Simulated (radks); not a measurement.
Ga XX, 12 electrons, occupied as [Ne] 3s2.

Calculated with a radial shooting solver on a logarithmic mesh with Libxc functionals: Dirac Kohn-Sham, exchange-only PBE, spin-unpolarised, spherical densities, finite nucleus; Fermi nuclear charge, rms radius 3.9973 fm.

Energy parts (hartree):
part                   energy
total             -1741.65622
kinetic            1781.00401
electron-nucleus  -3810.58809
Hartree             339.94217
exchange            -52.01431

Orbitals (lengths in bohr, moments of r in powers of bohr; r(max) is where P^2 peaks):
| orbital | occ. | eigenvalue (hartree) | r(max) | <r> | <r^2> |
|---|---|---|---|---|---|
| 1s1/2 | 2 | -404.2685 | 0.03178 | 0.04858 | 0.003175 |
| 2s1/2 | 2 | -73.50532 | 0.1813 | 0.2145 | 0.05414 |
| 2p1/2 | 2 | -68.45514 | 0.1433 | 0.1851 | 0.04188 |
| 2p3/2 | 4 | -67.40708 | 0.1461 | 0.1884 | 0.04327 |
| 3s1/2 | 2 | -27.40402 | 0.5068 | 0.5397 | 0.3310 |
| 3p1/2 | 0 | -25.76689 | 0.4882 | 0.5246 | 0.3170 |
| 3p3/2 | 0 | -25.53235 | 0.4935 | 0.5297 | 0.3231 |
| 4s1/2 | 0 | -14.17130 | 1.026 | 1.020 | 1.170 |

The highest occupied level is 3s1/2 at -745.70 eV. The electron density at the nucleus is 2.852e+04 e/bohr^3. The density falls to 0.001 e/bohr^3 at r = 1.27 bohr.
